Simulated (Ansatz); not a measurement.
Ansatz (a first-principles code) input (B3LYP-D3(BJ)/def2-TZVP):

Ansatz 0.2 input:
```yaml
crystal:
  periodic: [false, false, false]
  atoms:
    - {symbol: Sn, position_ang: [0.01234502, 0.03656904, 0.01444565]}
    - {symbol: H, position_ang: [-1.04898911, 1.11174315, -0.52976993]}
    - {symbol: H, position_ang: [0.22421314, -1.12890587, -1.22185588]}
    - {symbol: H, position_ang: [-0.59791163, -0.76348796, 1.32489571]}
    - {symbol: H, position_ang: [1.40810085, 0.70012401, 0.37490047]}
basis:
  gaussian:
    orbitals: def2-TZVP
hamiltonian:
  xc: b3lyp
  dispersion: d3bj
total_charge: -1
magnetization: {spin_polarized: true, initial_magnetization: 1}
relax: {f_tol: 0.002, max_steps: 150}
```

End of the output:

```
integrals: 0.01 GiB planned
608 factors; their error is unknown
mean field: 0.21 GiB planned
mean field -5897.42052272 eV, -216.7262067948 hartree, gradient 1.5e-5 eV, S^2 0.759172; 0 other end points of the search recorded, 0 dependent functions left out
the calculation of the forces begins
reference -5897.42076950 eV, -216.7262158638 hartree; 14, 13 occupied and 60, 61 virtual orbitals, 608 factors
relax step   9: F+E_penalty+E_count = -5897.52263506 eV  Δ(F+E_penalty+E_count) = -1.318e-2 eV  max|allowed force component| = 7.992e-2 eV/Å  Δτ_max = 0.0977 Å  (30 SCF iters, accepted)
these checks for a lower state are left out or cut short: starts, cluster_reference, orbital_swaps, neighbouring_geometries, increment
integrals: 0.01 GiB planned
608 factors; their error is unknown
mean field: 0.21 GiB planned
mean field -5897.42401989 eV, -216.7263353133 hartree, gradient 1.0e-5 eV, S^2 0.758765; 0 other end points of the search recorded, 0 dependent functions left out
the calculation of the forces begins
reference -5897.42426694 eV, -216.7263443925 hartree; 14, 13 occupied and 60, 61 virtual orbitals, 608 factors
relax step  10: F+E_penalty+E_count = -5897.52558418 eV  Δ(F+E_penalty+E_count) = -2.949e-3 eV  max|allowed force component| = 2.170e-2 eV/Å  Δτ_max = 0.0293 Å  (30 SCF iters, accepted)
these checks for a lower state are left out or cut short: starts, cluster_reference, orbital_swaps, neighbouring_geometries, increment
integrals: 0.01 GiB planned
608 factors; their error is unknown
mean field: 0.21 GiB planned
mean field -5897.42416377 eV, -216.7263406010 hartree, gradient 1.1e-5 eV, S^2 0.758752; 0 other end points of the search recorded, 0 dependent functions left out
the calculation of the forces begins
reference -5897.42441077 eV, -216.7263496781 hartree; 14, 13 occupied and 60, 61 virtual orbitals, 608 factors
relax step  11: F+E_penalty+E_count = -5897.52565118 eV  Δ(F+E_penalty+E_count) = -6.700e-5 eV  max|allowed force component| = 3.737e-3 eV/Å  Δτ_max = 0.0023 Å  (31 SCF iters, accepted)
these checks for a lower state are left out or cut short: starts, cluster_reference, orbital_swaps, neighbouring_geometries, increment
integrals: 0.01 GiB planned
608 factors; their error is unknown
mean field: 0.21 GiB planned
mean field evaluation 160: about -5897.4242 eV, gradient 2.8e-5 eV
mean field -5897.42421449 eV, -216.7263424647 hartree, gradient 9.0e-5 eV, S^2 0.758735; 0 other end points of the search recorded, 0 dependent functions left out
the calculation of the forces begins
reference -5897.42446146 eV, -216.7263515406 hartree; 14, 13 occupied and 60, 61 virtual orbitals, 608 factors
relax step  12: F+E_penalty+E_count = -5897.52565778 eV  Δ(F+E_penalty+E_count) = -6.594e-6 eV  max|allowed force component| = 3.647e-4 eV/Å  Δτ_max = 0.0013 Å  (23 SCF iters, accepted)
integrals: 0.01 GiB planned
608 factors; their error is unknown
mean field: 0.21 GiB planned
mean field -5897.42421449 eV, -216.7263424647 hartree, gradient 9.0e-5 eV, S^2 0.758735; 1 other end points of the search recorded, 0 dependent functions left out
the calculation of the forces begins
reference -5897.42446146 eV, -216.7263515406 hartree; 14, 13 occupied and 60, 61 virtual orbitals, 608 factors
Total energy: -5897.52590475 eV, -216.7300795128 hartree
Atom 0 at    -0.332585     0.079034     0.167213 Å, force     0.000214    -0.000365     0.000003 eV/Å
Atom 1 at    -0.830864     1.482028    -1.058296 Å, force    -0.000015    -0.000072    -0.000094 eV/Å
Atom 2 at     0.021833    -1.084840    -1.126384 Å, force    -0.000138     0.000326     0.000312 eV/Å
Atom 3 at    -0.167754    -1.235636     1.568412 Å, force    -0.000018     0.000135    -0.000247 eV/Å
Atom 4 at     1.307128     0.715456     0.411671 Å, force    -0.000043    -0.000025     0.000026 eV/Å
Dipole moment:    -0.156900     0.041516     0.082468 e Å
```
